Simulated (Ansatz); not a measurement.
Na₃Sn⁻, relaxed as a quintet with UKS r2SCAN-D4/def2-TZVPD in Ansatz, starting from the r2SCAN-D4/def2-TZVPD geometry of the charge -1 singlet. Force threshold 0.02 eV/Å.

In the def2 sets Sn takes a core potential; there is no spin–orbit coupling. The highest occupied level of the charge -1 quintet lies above zero (up to 0.55 eV). The electron is either unbound and held by the finite basis, or the level is raised by self-interaction error. At r2SCAN-D4/def2-TZVPD a singlet of charge -1 lies 0.82 eV below the quintet, each at its own geometry. The structure comes from a short search, and lower isomers may exist.

Start:

```xyz
4

Na    1.3986   -1.4665    0.9641
Na   -1.0850   -0.7636   -1.8101
Na    0.7870    2.0940   -0.1739
Sn   -1.1007    0.1361    1.0199
```

```tsv
step	energy (eV)	largest force component (eV/Å)	SCF passes
1	-19080.3497	0.807	61
2	-19080.4761	0.594	41
3	-19080.6198	0.220	39
4	-19080.6679	0.046	30
5	-19080.6713	0.012	27
6 (rejected)	-19080.6709	0.017	26
7	-19080.6713	0.012	27
```

Force components are those of the run's own axes.

End:

Cartesian coordinates in Å:
```
Na 1.591 -1.262 0.966
Na -1.010 -0.526 -1.940
Na 0.875 1.711 -0.350
Sn -1.457 0.078 1.324
```

By distances, no bond broke or formed. The bond that changes most is Na2–Na3, from 3.79 to 3.33 Å (atoms count from 1).

The force fell under the threshold at step 5, but the optimiser went on. No frequencies were taken in this run, so the end may be a saddle point.

Run time 26 s (4 threads of Arm Neoverse V2 on a shared host).
